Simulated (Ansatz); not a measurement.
Geometry optimisation, RKS PBE0-D4/6-31G* (Ansatz).

Input:

```yaml
crystal:
  periodic: [false, false, false]
  atoms:
    - { symbol: B, position_ang: [-0.3872, -0.7994, 1.9746] }
    - { symbol: O, position_ang: [0.8751, -0.4408, 1.4089] }
    - { symbol: Al, position_ang: [0.5166, 0.7622, 0.0437] }
    - { symbol: C, position_ang: [0.2601, 0.1133, -1.7896] }
    - { symbol: F, position_ang: [0.2461, -1.2848, -1.819] }
    - { symbol: F, position_ang: [-1.072, 0.5308, -2.1826] }
    - { symbol: H, position_ang: [-0.8334, -0.1312, 2.8785] }
    - { symbol: H, position_ang: [-1.0081, -1.6598, 1.5401] }
    - { symbol: H, position_ang: [0.5375, 2.3443, 0.4066] }
    - { symbol: H, position_ang: [0.9483, 0.5144, -2.4583] }
basis:
  gaussian: { orbitals: "6-31G*" }
hamiltonian:
  xc: pbe0
  dispersion: d4
relax:
  f_tol: 0.02
  max_steps: 50
```

Command:

```bash
$ ansatz run input.yaml --threads 2 --pin off --max-ram 3072MiB --backend cpu --events-out ev --progress --plain --runs-dir out
```

Problem. Where does it end, and by what steps?

Solution. The forces met the threshold. The force dipped under the threshold on the way, but the program's further checks kept it going. After 29 steps the energy has fallen by 1.064 eV; H8 moved furthest, 1.66 Å.

```tsv
step	energy less start (eV)	largest force component (eV/Å)	accepted
0	0.0000	3.313	yes
2	-0.6375	1.056	yes
4	-0.8679	0.458	yes
6	-0.9475	0.270	yes
8	-0.9940	0.551	yes
10	-1.0523	0.068	yes
12	-1.0556	0.101	yes
14	-1.0575	0.027	yes
16	-1.0595	0.070	yes
18	-1.0607	0.150	yes
20	-1.0619	0.056	yes
22	-1.0628	0.118	yes
24	-1.0635	0.015	yes
26	-1.0636	0.071	no
28	-1.0639	0.022	yes
29	-1.0639	0.017	yes
```

```xyz
10
Properties=species:S:1:pos:R:3
B -0.500 -0.913 2.174
O 0.010 -0.116 1.228
Al 0.580 0.850 -0.044
C 0.220 0.201 -1.902
F -0.216 -1.093 -1.937
F -0.837 1.009 -2.305
H -1.647 -0.768 2.513
H 0.201 -1.756 2.673
H 1.278 2.232 0.278
H 0.995 0.302 -2.675
```

Whether the end is a true minimum wasn't checked by a vibrational analysis.

Run time: 3.5 min on 2 threads of Intel(R) Xeon(R) Processor @ 2.50GHz (Skylake/Cascade Lake), with other jobs on the host, peak memory 0.23 GiB.
